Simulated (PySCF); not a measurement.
**Do core-level shifts follow atomic charges?**

C5H8OSi.
Geometry (PBE0-D3(BJ)/def2-SVP, Å), atoms numbered from 1 in this order:
```xyz
15
C5H8OSi angstrom
Si    -2.369   -0.301    0.244
C     -0.974   -1.302   -0.570
C      0.379   -0.761   -0.299
C      1.418   -1.175    0.487
C      2.442   -0.183    0.359
C      1.946    0.756   -0.492
O      0.700    0.414   -0.890
H     -2.223   -0.349    1.730
H     -2.326    1.121   -0.207
H     -3.691   -0.891   -0.134
H     -1.031   -2.336   -0.199
H     -1.165   -1.338   -1.657
H      1.448   -2.085    1.083
H      3.420   -0.175    0.835
H      2.341    1.684   -0.897
```

Binding energies: delta-SCF UKS SCAN, pcX-2 on the ionised atom, pcseg-1 elsewhere, spin-free X2C in PySCF 2.14.0. Charges: PBE0/pcSseg-1 ground-state density, for the ionised atom.

```csv
atom,environment,C 1s (eV),Mulliken (e),IAO (e),Hirshfeld (e),ESP (e)
C4,aromatic CH carbon,290.06,-0.179,-0.239,-0.100,-0.298
C5,aromatic CH carbon,290.28,-0.156,-0.218,-0.093,-0.234
C2,sp3 carbon bound to silicon,290.67,-0.428,-0.545,-0.156,-0.547
C6,aromatic CH next to a ring oxygen,291.27,+0.141,-0.004,-0.003,-0.140
C3,substituted aromatic carbon,291.61,+0.134,+0.169,+0.060,+0.283
```

Question: How well does each charge scheme correlate with the binding energies over these sites?

Answer: Hirshfeld: r = 0.82, slope 6.2 eV per e; ESP: r = 0.70, slope 1.5 eV per e; Mulliken: r = 0.69, slope 1.9 eV per e; IAO: r = 0.68, slope 1.6 eV per e. Hirshfeld charges have the highest r, on only 5 points.

Question: The point-charge model writes a binding energy as kq + V + constant, with V the potential of the other atoms' charges at the site. What does it give with the Hirshfeld charges?

Answer: V = Σ 14.40 eV Å × q/r over all other atoms: +0.64 eV at C4, +0.47 eV at C5, +2.42 eV at C2, -0.43 eV at C6, -1.65 eV at C3. Fitting binding energy − V to q gives k = 23.1 eV per e and leaves an rms residual of 0.08 eV, against 0.34 eV for the fit on q alone. The model has no term for differences in relaxation between sites.

The structure is a single PBE0-D3(BJ)/def2-SVP conformer in the gas phase; no vibrational or solvent corrections.
